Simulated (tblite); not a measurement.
Run record: tight-binding relaxation, `Cc1cccc(NBN)c1`.

Computed with GFN2-xTB geometry optimisation, gas phase (tblite 0.8.0). Start geometry: from a force field or distance geometry. A driver script takes a list of jobs; this job's settings line and coordinates (Å) are shown.

Command:
```bash
OMP_NUM_THREADS=1 python probes_run.py task.json out
```

Input:
```
{"job": {"kind": "relax", "xc": "GFN2-xTB", "basis": "xTB"}, "charge": 0, "multiplicity": 1}
C     -2.728900     1.438300     0.551200
C     -1.811500     0.405900    -0.008400
C     -2.296600    -0.646500    -0.786700
C     -1.435100    -1.574600    -1.352800
C     -0.060700    -1.484800    -1.111200
C      0.457000    -0.444900    -0.334200
N      1.886800    -0.360200    -0.140200
B      2.578400     0.399400     1.006900
N      4.094700     0.396700     1.110100
C     -0.426600     0.508600     0.216500
H     -2.832900     2.273800    -0.175800
H     -2.356600     1.836400     1.516800
H     -3.749000     1.010600     0.747800
H     -3.364200    -0.727800    -0.984900
H     -1.828000    -2.378200    -1.951800
H      0.599400    -2.218800    -1.544300
H      2.511500    -0.917800    -0.758500
H      1.939100     0.923600     1.844300
H      4.399800    -0.594000     1.139600
H      4.462800     0.816600     0.229900
H     -0.048400     1.354800     0.785200
```

Output:
```
step      E/eV     max force
  0    -753.33394    2.560
  1    -753.60704    1.369
  2    -753.75319    1.544
  3    -753.80840    0.654
  4    -753.83926    0.412
  5    -753.84970    0.304
  6    -753.86205    0.228
  7    -753.86694    0.190
  8    -753.87111    0.157
  9    -753.87355    0.098
... (60 lines left out)
 70    -754.61786    0.064
 71    -754.61822    0.037
 72    -754.61843    0.023
 73    -754.61856    0.026
 74    -754.61867    0.023
 75    -754.61876    0.019
 76    -754.61883    0.020
 77    -754.61888    0.017
 78    -754.61892    0.014
 79    -754.61894    0.008
```

«max force» is the largest atomic force in eV/Å.

Task: From which step on does the largest force stay under 0.1 eV/Å, and how much energy is left to gain from there?

Result: From step 58 (0.087 eV/Å), 12.1 meV above the end.

In short: energy lowered by 29.6 kcal/mol over 79 steps; largest atomic force 0.008 eV/Å at the end.

Task: Where do the atoms end?

Result: 0.369 Å rms from the input after alignment:
```
atom  x, y, z in Å
C1    -2.7388    1.4252    0.5605
C2    -1.8049    0.3947   -0.0016
C3    -2.2867   -0.6175   -0.8234
C4    -1.4151   -1.5553   -1.3465
C5    -0.0650   -1.4903   -1.0648
C6     0.4431   -0.4751   -0.2504
N7     1.8032   -0.4291    0.0031
B8     2.5912    0.4670    0.7683
N9     3.9712    0.2504    0.8179
C10   -0.4499    0.4571    0.2772
H11   -2.8562    2.2479   -0.1458
H12   -2.3523    1.8320    1.4918
H13   -3.7219    0.9973    0.7428
H14   -3.3412   -0.6712   -1.0507
H15   -1.7906   -2.3456   -1.9807
H16    0.6096   -2.2296   -1.4770
H17    2.2943   -1.1821   -0.4613
H18    2.1356    1.3698    1.3528
H19    4.4351   -0.5030    0.3398
H20    4.6045    0.8332    1.3335
H21   -0.0743    1.2411    0.9140
```

Task: Estimate the wall time. Hardware: one thread, Arm Neoverse N1 (aarch64), no GPU, shared host with 64 logical CPUs at a one-minute load of 44.

Result: About 1.0 s.
Labels such as C1 count atoms from 1, the log's own numbers from 0.
